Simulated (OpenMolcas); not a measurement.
Fe2+ (d6) in a complex was computed by SS-CASPT2, IPEA 0.25 Eh, imaginary shift 0.1 Eh with the d shell active (OpenMolcas, ANO-RCC-VDZP on the metal). Its lowest spin-free states, and all those of the highest spin:

```
2S+1  Degeneracy  E (cm-1)
   5           1         0
   5           1       220
   5           1      1500
   5           1      5070
   5           1      6880
   3           1     18300
   3           1     18300
   3           1     19090
   3           1     19490
   3           1     20450
   3           1     20500
   3           1     20510
```

Is the site octahedral, tetrahedral or cube-like, axial, or of lower symmetry?

The states with 2S+1 = 5 have orbital degeneracies 1, 1, 1, 1, 1. No state of this spin is degenerate, so the site is of lower symmetry, with no axis of order three or more. The run had Fe2+ with 2 ligands (water) in linear coordination (D2h) at 1.88 Å. Ligand basis ANO-RCC-VDZP.

Roots that are degenerate in the reference are averaged as groups; the widest CASPT2 spread within a group is 70 cm-1 (the 2-fold group of multiplicity 1 near 30100 cm-1 above the lowest state of its run). Shifts and gaps below about the spread of the groups concerned are not significant. Spin-orbit coupling mixes the spin-free states strongly: the lowest level takes only 63 % from its leading state, an unlabelled state of the same spin as most of the rest. A single d shell leaves out the double-shell effect, which counts most for late 3d ions, where the CASPT2 field can be off either way by tens of per cent. Ligand-to-metal charge-transfer states are missing. For late 3d ions with one d shell CASPT2 can put B and the spin-flip bands somewhat low as well as high. No measured value stands beside these numbers; the geometry is a model, was not optimised and need not be the one that this ion takes.
